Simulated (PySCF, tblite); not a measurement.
Isomers of C5H9OPSi, one GFN2-xTB conformer each. Single-point energies are computed at PBE0/pcSseg-1 (PySCF, gas phase, no added dispersion term), electronic only.

Problem. Rank them by PBE0/pcSseg-1 energy, lowest first (kcal/mol).
A. `[CH:1]#[C:2][Si@@H:3]([PH2:4])[O:5]/[CH:6]=[CH:7]/[CH3:8]` with C2–Si3–P4–H -66° and 26°, C2–Si3–O5–C6 58°, Si3–O5–C6–C7 -4°
B. `[CH3:1][C:2]#[C:3][C@@H:4]1[CH2:5][O:6][Si@H:7]1[PH2:8]` with O6–Si7–P8–H -172° and -79°
C. `[O:1]=[CH:2][Si:3]1([PH2:4])[CH2:5][CH:6]=[CH:7][CH2:8]1` with O1–C2–Si3–P4 92°, C2–Si3–P4–H 50° and -43°
D. `CC1=C[P@@H](=O)C([SiH3])=C1`
E. `[CH3:1][C:2](=[O:3])[C:4]#[C:5][Si@@H:6]([CH3:7])[PH2:8]` with C5–Si6–P8–H 48° and -45°

Solution. C (0.0), D (3.7), E (14.4), B (19.2), A (19.4).

As drawn, the lowest has a C=O bond, which the highest lacks; the highest has a C≡C bond and an Si–O bond, which the lowest lacks. Neighbours under 2.5 kcal/mol apart (CC#C[C@@H]1CO[Si@H]1P and C#C[Si@@H](P)O/C=C/C) can change places with a better method, another conformer or zero-point energy. GFN2-xTB itself gives, in the same order: 59.1, 0.0, 62.1, 31.9, 39.6. GFN2-xTB puts CC1=C[P@@H](=O)C([SiH3])=C1 lowest instead; measured from each level's own lowest isomer, the values differ by up to 59.1 kcal/mol (O=C[Si]1(P)CC=CC1: 59.1 against 0.0).

Problem. Which frontier levels, dipoles and rotational constants go with these structures?

Solution. 
| SMILES | HOMO (eV, PBE0/pcSseg-1) | LUMO (eV) | dipole (D) | A, B, C (MHz) |
| --- | --- | --- | --- | --- |
| O=C[Si]1(P)CC=CC1 | -6.75 | -1.55 | 1.91 | 1627, 1169, 878.0 |
| CC1=C[P@@H](=O)C([SiH3])=C1 | -7.24 | -2.24 | 4.79 | 2032, 1142, 766.1 |
| CC(=O)C#C[Si@@H](C)P | -7.61 | -1.92 | 2.26 | 2398, 555.0, 488.2 |
| CC#C[C@@H]1CO[Si@H]1P | -6.83 | -0.47 | 1.82 | 2899, 654.7, 575.8 |
| C#C[Si@@H](P)O/C=C/C | -6.72 | -0.50 | 1.95 | 2133, 785.1, 603.2 |

Problem. What happens when harmonic zero-point energies from GFN2-xTB frequencies are added?

Solution. 
```tsv
SMILES	ZPE (kcal/mol)	electronic (kcal/mol)	with ZPE (kcal/mol)
O=C[Si]1(P)CC=CC1	76.5	0.0	0.0
CC1=C[P@@H](=O)C([SiH3])=C1	74.5	3.7	1.7
CC(=O)C#C[Si@@H](C)P	73.9	14.4	11.8
CC#C[C@@H]1CO[Si@H]1P	76.1	19.2	18.8
C#C[Si@@H](P)O/C=C/C	74.4	19.4	17.3
```

The zero-point energies span 2.6 kcal/mol. The lowest isomer stays, but the order above it changes.

Problem. As an exercise, what shares would exp(−E/RT) give at 2000 K from these electronic energies alone (no entropy, no degeneracies)?

Solution. RT = 3.974 kcal/mol: O=C[Si]1(P)CC=CC1 69.6 %, CC1=C[P@@H](=O)C([SiH3])=C1 27.4 %, CC(=O)C#C[Si@@H](C)P 1.8 %, CC#C[C@@H]1CO[Si@H]1P 0.5 %, C#C[Si@@H](P)O/C=C/C 0.5 %.
